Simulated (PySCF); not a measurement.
# Computed records: AlBH4NO

Calculation on a computer-drawn molecule: optimised geometry and harmonic frequencies of an isolated molecule of the commonest isotopes, restricted reference for singlets and unrestricted otherwise, frozen core in MP2. Program: PySCF 2.14.0.

AlBH4NO

Start structure:
```xyz
8
AlBH4NO
N      0.5932     0.4249    -2.2197
B     -0.7017     0.1187    -2.0281
O     -1.0796    -0.6040    -0.9351
Al    -1.3528    -1.6326     0.3630
H      1.3244     0.1351    -1.6272
H      0.9680     1.0726    -2.9524
H     -1.5322     0.4862    -2.7778
H     -0.1443    -2.0099     1.2425
```

Settings of this run: charge 0, multiplicity 2, method HF and basis cc-pV(D+d)Z.

The calculation gives: rotational constants 49.92, 2.556, 2.432 GHz; total energy -398.3695 hartree; spin squared 0.7562; convergence status largest gradient component 3.43e-05 hartree/bohr.

Drawn bonds:
```tsv
atom	other atom	order
1	2	1
2	3	1
3	4	1
1	5	1
1	6	1
2	7	1
4	8	1
```

Optimised structure:
```xyz
8
AlBH4NO
N      0.6724     0.5908    -2.3922
B     -0.5340     0.0738    -1.9061
O     -0.5527    -0.6973    -0.7799
Al    -1.5112    -1.5609     0.3203
H      1.5476     0.4167    -1.9429
H      0.7298     1.1562    -3.2110
H     -1.5526     0.3259    -2.5055
H     -0.7244    -2.3142     1.4826
```

Modes:
```tsv
frequency (cm⁻¹)	reduced mass (dalton)
57.05	2.362
104.5	4.522
128.5	1.783
407.5	3.535
435.1	1.216
636.7	1.172
655.6	1.208
726.4	2.939
1004	1.492
1010	1.755
1198	1.376
1252	4.328
1471	3.408
1735	1.261
1895	1.045
2646	1.092
3821	1.051
3936	1.098
```
